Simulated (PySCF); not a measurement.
## Partial charges of `C=CCC1=C(F)[C@H]1O[SiH3]`

Species: C6H9FOSi.
Z-matrix (Å and degrees, GFN2-xTB geometry), rows numbered from 1:
```
C 
C   1  1.3186
C   2  1.4995  1  124.05
C   3  1.4740  2  111.06  1  -119.90
C   4  1.3018  3  151.94  2    -2.25
F   5  1.3251  4  149.10  3    -2.14
C   5  1.4778  4   65.83  3   175.00
O   7  1.3814  4  121.30  5   107.99
Si  8  1.6234  7  130.30  4   -33.52
H   1  1.0780  2  121.78  3    -0.62
H   1  1.0763  2  121.98  3   179.71
H   2  1.0813  1  120.91  3  -178.97
H   3  1.0965  2  110.06  1   120.02
H   3  1.0937  2  110.70  1     1.15
H   7  1.0873  4  121.21  5  -107.44
H   9  1.4638  8  111.84  7   -59.19
H   9  1.4517  8   99.09  7  -179.46
H   9  1.4677  8  111.09  7    61.34
```

Density: PBE0/pcSseg-1 (PySCF); schemes: Mulliken, IAO, Hirshfeld and ESP-fitted. The structure is a single GFN2-xTB conformer in the gas phase; no vibrational or solvent corrections.

Question: Atoms with like bonding are taken together and averaged. At which atom do the 4 schemes differ most?

Answer: At Si9: from +0.366 (Hirshfeld) to +0.859 e (IAO), 0.493 e apart.

Question: Do the Mulliken, IAO, Hirshfeld and ESP-fitted schemes agree on where the charge is highest?

Answer: All schemes agree: Mulliken Si9 (+0.709); IAO Si9 (+0.859); Hirshfeld Si9 (+0.366); ESP-fitted Si9 (+0.569).

Question: For which atoms does the sign change between the 4 schemes (beyond +0.03 e in one, beyond −0.03 e in another)?

Answer: For none.

Question: Give the atomic charges in each scheme.

Answer: In e; atoms taken as equivalent share a row and are averaged (×n: the atom named and its like, n in all):

```
       atom                      environment  Mulliken     IAO  Hirshfeld  ESP-fitted
         C1             terminal =CH2 carbon    -0.143  -0.315     -0.100      -0.506
         C2                 alkene CH carbon    -0.238  -0.127     -0.035      -0.030
         C3                   allylic carbon    -0.116  -0.278     -0.058      -0.177
         C4  fully substituted alkene carbon    -0.191  -0.060     -0.011      -0.038
         C5               vinylic C–F carbon    +0.232  +0.237     +0.063      +0.119
         F6                   vinyl fluorine    -0.226  -0.227     -0.065      -0.124
         C7       sp3 carbon bound to oxygen    +0.181  +0.073     +0.025      +0.086
         O8               silyl ether oxygen    -0.614  -0.639     -0.234      -0.409
        Si9             oxygen-bound silicon    +0.709  +0.859     +0.366      +0.569
        H10                 vinylic hydrogen    +0.113  +0.146     +0.046      +0.204
        H11                 vinylic hydrogen    +0.121  +0.156     +0.050      +0.199
        H12                 vinylic hydrogen    +0.116  +0.149     +0.048      +0.131
        H13               methylene hydrogen    +0.157  +0.166     +0.056      +0.105
        H14               methylene hydrogen    +0.146  +0.161     +0.055      +0.145
        H15                 methine hydrogen    +0.110  +0.138     +0.040      +0.067
H16/H17/H18                    Si–H hydrogen    -0.119  -0.146     -0.082      -0.113
```

Mean size of the charges over all atoms: IAO 0.232 e, Mulliken 0.209 e, ESP-fitted 0.181 e, Hirshfeld 0.083 e. Each set sums to the total charge, 0, to within 0.001 e. The ESP scheme is a least-squares fit of atom-centred charges to the potential on four shells outside the van der Waals surface, with the total charge fixed. The Hirshfeld scheme divides the density at each point in proportion to the densities of the neutral, spherically averaged free atoms.

Some averages cover members that differ in this geometry: H16/H17/H18, IAO -0.161 to -0.126; H16/H17/H18, Mulliken -0.135 to -0.108 e.

Question: How many electrons does the Hirshfeld scheme count on F6?

Answer: Z − q = 9 − (-0.065) = 9.065.

Question: Sum the charges by element, for elements with more than one atom.

Answer: 
```tsv
element	atoms	Mulliken	IAO	Hirshfeld	ESP-fitted
C	6	-0.275	-0.470	-0.117	-0.546
H	9	+0.406	+0.478	+0.049	+0.511
```

Question: How closely do the schemes follow one another over all atoms?

Answer: Correlation coefficient and root-mean-square difference: IAO with Hirshfeld 0.98, 0.190 e; Mulliken with IAO 0.96, 0.084 e; Mulliken with Hirshfeld 0.95, 0.160 e; IAO with ESP-fitted 0.94, 0.115 e; Hirshfeld with ESP-fitted 0.92, 0.135 e; Mulliken with ESP-fitted 0.87, 0.132 e.
